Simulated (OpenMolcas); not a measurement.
# OpenMolcas run: In2+

Input:

```
&GATEWAY
Coord
1

In 0.0 0.0 0.0
Basis=ANO-R2
Group=XYZ
NoMove
AngMom=0.0 0.0 0.0
AMFI
&SEWARD
* reference wave functions (RASSCF and RASSI steps not shown): 1 electron in 4 orbitals (5s 5p)
>>> COPY JOB001 $Project.JobIph
&CASPT2
Multistate=1 1
Frozen=9 9
IPEA=0.0
Imaginary=0.1
MaxIter=60
WThr=0.0 0.3 0.05
PrWF=0.5
NoMix
>>> COPY JOB002 $Project.JobIph
&CASPT2
Multistate=3 1 2 3
Frozen=9 9
IPEA=0.0
Imaginary=0.1
MaxIter=60
WThr=0.0 0.3 0.05
PrWF=0.5
NoMix
```

Launched by
```bash
OMP_NUM_THREADS=1 MOLCAS_MEM=1689 MOLCAS_PROJECT=a pymolcas a.inp > a.log  # once for each step of the input, in one work folder
```

Output, cut to the results:

```
--- CASPT2 ---
Orbital specifications:
      -----------------------

      Symmetry species                           1   2
                                                ag  au
      Frozen orbitals                            9   9
      Inactive orbitals                          5   0
      Active orbitals                            1   3
      Secondary orbitals                        21  20
      Deleted orbitals                           0   0
      Number of basis functions                 36  32
Type of calculation                        SS-CASPT2
      Fock operator                              state-specific
      IPEA shift                                 0.00
      Real shift                                 0.00
      Imaginary shift                            0.10
      The input orbitals will be transformed to quasi-canonical
Reference energy:       -5877.4965603526
      E2 (Non-variational):      -0.3957243828
      Shift correction:          -0.0001369756
      E2 (Variational):          -0.3958613584
      Total energy:           -5877.8924217110
      Residual norm:              0.0000000368
      Reference weight:           0.93722
      Contributions to the CASPT2 correlation energy
      Active & Virtual Only:         -0.0000000000
      One Inactive Excited:          -0.0495057944
      Two Inactive Excited:          -0.3462185883
::    CASPT2 Root  1     Total energy:  -5877.89242171
--- CASPT2 ---
Orbital specifications:
      -----------------------

      Symmetry species                           1   2
                                                ag  au
      Frozen orbitals                            9   9
      Inactive orbitals                          5   0
      Active orbitals                            1   3
      Secondary orbitals                        21  20
      Deleted orbitals                           0   0
      Number of basis functions                 36  32
Type of calculation                        MS-CASPT2
      Fock operator                              state-specific
      IPEA shift                                 0.00
      Real shift                                 0.00
      Imaginary shift                            0.10
      The input orbitals will be transformed to quasi-canonical
Reference energy:       -5877.2374590285
      E2 (Non-variational):      -0.3802354423
      Shift correction:          -0.0001358358
      E2 (Variational):          -0.3803712781
      Total energy:           -5877.6178303066
      Residual norm:              0.0000001927
      Reference weight:           0.94024
      Contributions to the CASPT2 correlation energy
      Active & Virtual Only:         -0.0000000000
      One Inactive Excited:          -0.0345008829
      Two Inactive Excited:          -0.3457345593
Reference energy:       -5877.2374590285
      E2 (Non-variational):      -0.3802354423
      Shift correction:          -0.0001358358
      E2 (Variational):          -0.3803712781
      Total energy:           -5877.6178303066
      Residual norm:              0.0000001927
      Reference weight:           0.94024
      Contributions to the CASPT2 correlation energy
      Active & Virtual Only:         -0.0000000000
      One Inactive Excited:          -0.0345008829
      Two Inactive Excited:          -0.3457345593
::    CASPT2 Root  1     Total energy:  -5877.61783031
::    CASPT2 Root  2     Total energy:  -5877.61783031
::    CASPT2 Root  3     Total energy:  -5877.61783031
::    MS-CASPT2 Root  1     Total energy:  -5877.61783031
::    MS-CASPT2 Root  2     Total energy:  -5877.61783031
::    MS-CASPT2 Root  3     Total energy:  -5877.61783031
```

Levels above the lowest, from the spin-orbit matrix with the single-state CASPT2 energies, averaged by term, on its diagonal:

```json
{"Configuration": "5s", "Term": "2S", "J": "1/2", "E (cm-1)": "0.0", "Measured (cm-1)": "0.0", "g": "2.002", "Term weight %": "100"}
{"Configuration": "5p", "Term": "2P*", "J": "1/2", "E (cm-1)": "58098", "Measured (cm-1)": "57181", "g": "0.666", "Term weight %": "100"}
{"Configuration": "5p", "Term": "2P*", "J": "3/2", "E (cm-1)": "61350", "Measured (cm-1)": "61523", "g": "1.334", "Term weight %": "100"}
```

Against the 2 measured excited levels shown (Moore, Atomic Energy Levels, vol. III, NSRDS-NBS 35 (1971 reprint of NBS Circular 467, 1958)) the mean absolute deviation is 550 cm-1; the largest miss in energy is 5p 2P* 1/2: computed 58098, measured 57181 cm-1 (+1.6 %).

With one active electron, CASPT2 adds the correlation within the correlated inactive shells and between them and that electron, and leaves the splitting within a term as the reference gives it. Measured partners are found by configuration, term and J. A level has none where our copy of the source lacks it or the pairing is in doubt (some pairs that miss far off the trend of their configuration count as doubtful), and it then counts in no deviation. Levels of configurations outside the active space are missing.

The term weight is that of the spin-free term in the level, not the purity of its configuration. * marks odd parity.
